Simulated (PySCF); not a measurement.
Si(Cl)(H)2(SeH) (ClH3SeSi), SMILES Cl[SiH2][SeH]. The structure is a stationary point at TPSSh-D3(BJ)/def2-SVP. One conformer was computed; it need not be the lowest.

Q: Give the equilibrium geometry at TPSSh-D3(BJ)/def2-SVP (PySCF confirms it by a frequency run) as a Z-matrix, and its point group. (The exact figures need the calculation; the answer reports its results.)

A: One answer among several that fit: point group Cs.
```
Si
H 1 1.4832
H 1 1.4832 2 109.74
Cl 1 2.0704 2 108.72 3 -118.80
Se 1 2.2831 2 111.94 3 124.92
H 5 1.4760 1 92.00 2 -61.85
```
Charge 0, spin multiplicity 1.
